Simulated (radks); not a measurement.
All-electron atom: Tl3+ in [Kr] 4d10 4f14 5s1.75 5p6 5d10 6d0.25 (fractional occupations, a model configuration).

Calculated with a radial shooting solver on a logarithmic mesh with Libxc functionals: Dirac Kohn-Sham, XLYP, spin-unpolarised, spherical densities, point nucleus; open shells fill j = l - 1/2 first.

Energy parts (eV):
part                       energy
total                  -552053.52
kinetic                 640004.08
electron-nucleus      -1392709.15
Hartree                 211076.66
exchange-correlation    -10425.10

Orbitals (lengths in bohr, moments of r in powers of bohr; <r^-3> diverges for s and p1/2; r(90%) holds 90 % of the orbital's charge):
orbital  occ.  eigenvalue (eV)      <r>      <r^2>  <r^-3>  r(90%)
1s1/2       2        -85536.99  0.01631  0.0003686       -  0.0299
2s1/2       2        -15243.42  0.06804   0.005545       -   0.107
2p1/2       2        -14631.52  0.05588   0.003910       -  0.0934
2p3/2       4        -12564.67  0.06468   0.005094   22400   0.105
3s1/2       2        -3662.705   0.1770    0.03596       -   0.261
3p1/2       2        -3387.287   0.1674    0.03272       -   0.252
3p3/2       4        -2927.800   0.1835    0.03909    5262   0.275
3d3/2       4        -2474.287   0.1595    0.02986   922.2   0.248
3d5/2       6        -2376.185   0.1644    0.03159   756.8   0.254
4s1/2       2        -842.5902   0.3914     0.1731       -   0.562
4p1/2       2        -724.0291   0.3931     0.1760       -   0.571
4p3/2       4        -612.2789   0.4274     0.2077    1285   0.620
4d3/2       4        -419.0655   0.4333     0.2170   203.5   0.646
4d5/2       6        -398.2217   0.4444     0.2281   163.1   0.662
5s1/2    1.75        -162.7604   0.8758     0.8600       -    1.25
4f5/2       6        -148.7817   0.4642     0.2589   35.27   0.739
4f7/2       8        -144.1771   0.4706     0.2662   33.44   0.750
5p1/2       2        -122.8694   0.9383     0.9932       -    1.35
5p3/2       4        -102.4196    1.030      1.198   231.3    1.49
5d3/2       4         -47.7181    1.305      1.969   23.72    1.97
5d5/2       6         -45.3544    1.349      2.105   18.50    2.04
6s1/2       0         -36.4652    2.170      5.259       -    3.11
6p1/2       0         -27.7012    2.512      7.064       -    3.62
6p3/2       0         -25.2301    2.732      8.332   28.43    3.91
6d3/2    0.25         -15.1479    3.812      16.28   2.650    5.49
6d5/2       0         -14.8770    3.885      16.91   2.186    5.60

The highest occupied level is 6d3/2 at -15.148 eV. The configuration is held as typed, so some empty levels lie below it. Summed over all electrons, <r^2> = 40.95 bohr^2, which gives a Langevin (diamagnetic) susceptibility term of -32.4 x 10^-6 cm^3/mol.
